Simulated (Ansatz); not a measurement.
Cartesian coordinates in Å:
```
C -0.227 1.677 -0.748
P 0.022 0.084 0.067
C -1.040 0.065 1.528
C 1.730 0.050 0.653
Ga -0.450 -1.743 -1.395
Cl -0.072 -3.475 -0.138
Cl -2.534 -1.414 -1.917
Cl 0.968 -1.445 -3.013
H -1.262 1.739 -1.089
H -0.010 2.508 -0.074
H 0.426 1.730 -1.621
H -0.890 -0.877 2.059
H -2.082 0.114 1.205
H -0.820 0.902 2.193
H 1.939 0.888 1.321
H 2.398 0.090 -0.209
H 1.903 -0.891 1.178
```

Charge 0, multiplicity 1.

(1) List the ωB97M-V/def2-TZVPP orbital energies in eV (Ansatz 0.2.0). (An estimate is asked.)

Results:

(1) Ansatz gave: Occupied: -10154.17, -2771.09, -2771.09, -2771.09, -2107.11, -1257.57, -1111.71, -1111.69, -1111.69, -282.55, -282.55, -282.55, -261.47, -261.47, -261.47, -198.93, -198.93, -198.93, -198.83, -198.83, -198.83, -198.82, -198.82, -198.82, -184.61, -155.04, -133.23, -133.23, -133.17, -107.41, -107.36, -107.36, -26.76, -26.76, -26.71, -26.46, -26.46, -25.81, -24.81, -24.22, -24.22, -23.47, -23.47, -19.14, -16.44, -15.84, -15.84, -15.07, -15.07, -14.93, -14.50, -13.20, -13.20, -12.30, -12.30, -12.08, -11.00, -11.00, -10.77, -10.77, -10.54, -10.08. Lowest empty: 1.61, 1.94, 1.97, 1.97, 3.06, 3.33, 3.46, 3.46.
